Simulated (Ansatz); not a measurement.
Li5H6 was relaxed with r2SCAN-D4 (def2-TZVP) in Ansatz in these states: neutral doublet, neutral quartet. The geometries follow in no particular order.

A:

Cartesian coordinates in Å:
```
Li -1.089 -0.612 1.697
Li -0.918 1.571 0.528
Li -0.221 -0.571 -0.635
Li 2.197 1.805 -0.859
Li 1.249 0.328 1.371
H 0.429 -1.244 0.897
H 0.212 -1.878 -2.236
H -0.302 0.989 2.114
H 0.589 1.101 -0.453
H -1.780 0.021 0.109
H -0.366 -1.510 -2.533
```

B:

| atom | x (Å) | y (Å) | z (Å) |
| --- | --- | --- | --- |
| Li1 | -0.257 | 0.896 | -0.919 |
| Li2 | 1.792 | -0.576 | -0.454 |
| Li3 | -0.463 | -1.614 | -0.249 |
| Li4 | 0.803 | -0.810 | 2.260 |
| Li5 | 0.933 | 1.732 | 1.399 |
| H6 | 0.429 | 2.553 | -0.339 |
| H7 | -2.521 | -1.566 | -0.403 |
| H8 | 1.112 | 2.103 | -0.498 |
| H9 | 0.304 | 0.059 | 0.687 |
| H10 | 0.275 | -0.667 | -1.586 |
| H11 | -2.406 | -2.111 | 0.104 |

Task: Judge from the bond lengths which geometry belongs to which state (an estimate).

Result: A is the neutral doublet (Li3–H6 1.795 Å, Li3–Li5 2.644 Å, Li2–H8 1.798 Å); B is the neutral quartet (Li3–H6 4.262 Å, Li3–Li5 3.983 Å, Li2–H8 2.765 Å).

In the doublet, H7 and H11 lie 0.75 Å apart (atoms count from 1), so H2 has formed as a molecule. In the quartet, H7 and H11 lie 0.75 Å apart, H6 and H8 lie 0.83 Å apart (atoms count from 1), so H2 has formed as a molecule.
